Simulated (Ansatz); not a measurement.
Geometry optimisation, RHF/def2-SVP in Ansatz.

input.yaml

```yaml
crystal:
  periodic: [false, false, false]
  atoms:
    - { symbol: Sn, position_ang: [0.0, 0.0, 0.0] }
    - { symbol: H, position_ang: [0.0, 0.0, 2.09] }
    - { symbol: O, position_ang: [1.8483, 0.0, -0.6527] }
    - { symbol: H, position_ang: [2.1646, -0.9521, -0.7693] }
    - { symbol: H, position_ang: [-0.8195, 1.4198, -0.5794] }
    - { symbol: Cl, position_ang: [-1.1351, -1.9666, -0.8025] }
    - { symbol: F, position_ang: [-2.0262, -0.3675, 0.6842] }
    - { symbol: H, position_ang: [-1.0664, -0.1934, 1.8933] }
basis:
  gaussian: { orbitals: def2-SVP }
hamiltonian:
  xc: hf
relax:
  f_tol: 0.15
  max_steps: 25
  restrain:
    - { distance: [0, 6], at: 1.87, k: 30.0 }
    - { distance: [7, 1], at: 0.66, k: 30.0 }
    - { distance: [0, 1], at: 2.94, k: 30.0 }
    - { distance: [7, 6], at: 2.12, k: 30.0 }
```

Run as:

```bash
$ ansatz run input.yaml --threads 1 --pin off --max-ram 2048MiB --backend cpu --events-out ev --progress --plain --runs-dir out
```

Problem. Where does it end, and by what steps?

Solution. The run converged. The restraints hold the end off the free minimum; the threshold counts their pulls, which the force column leaves out. Restrained pairs: Sn1–F7 (2.17 → 1.89 Å), H2–H8 (1.10 → 0.71 Å), Sn1–H2 (2.09 → 2.94 Å), F7–H8 (1.55 → 2.13 Å). After 20 steps the energy has fallen by 4.439 eV (the restraints' own energy left out); Cl6 moved furthest, 1.56 Å.

```
step  energy less start (eV)  largest force component (eV/Å)  accepted
   0                  0.0000                           3.795       yes
   1                 -1.1078                           2.429       yes
   2                 -1.8514                           2.584       yes
   3                 -2.7905                           2.097       yes
   4                 -3.4214                           1.546       yes
   5                 -3.8217                           0.683       yes
   6                 -4.0901                           1.109       yes
   7                 -4.2557                           1.352       yes
   8                 -4.3121                           1.496       yes
   9                 -4.3393                           1.532       yes
  10                 -4.3831                           1.410        no
  11                 -4.3579                           1.488       yes
  12                 -4.3799                           1.415       yes
  13                 -4.4047                           1.148       yes
  14                 -4.4419                           0.892        no
  15                 -4.4147                           1.259       yes
  16                 -4.4290                           1.131       yes
  17                 -4.4362                           1.177       yes
  18                 -4.4644                           0.643        no
  19                 -4.4460                           0.920       yes
  20                 -4.4394                           1.200       yes
```

```xyz
8
Properties=species:S:1:pos:R:3
Sn -0.440 -0.251 -0.457
H -0.028 0.924 2.212
O 1.447 -0.517 -0.141
H 1.778 -1.399 -0.064
H -0.841 1.370 -0.626
Cl -1.067 -1.530 -2.298
F -1.376 -1.057 0.976
H -0.508 0.402 2.261
```

The run took 56 s on 1 thread of Intel(R) Xeon(R) Platinum 8375C CPU @ 2.90GHz (Ice Lake) (shared host), peak memory 0.21 GiB.
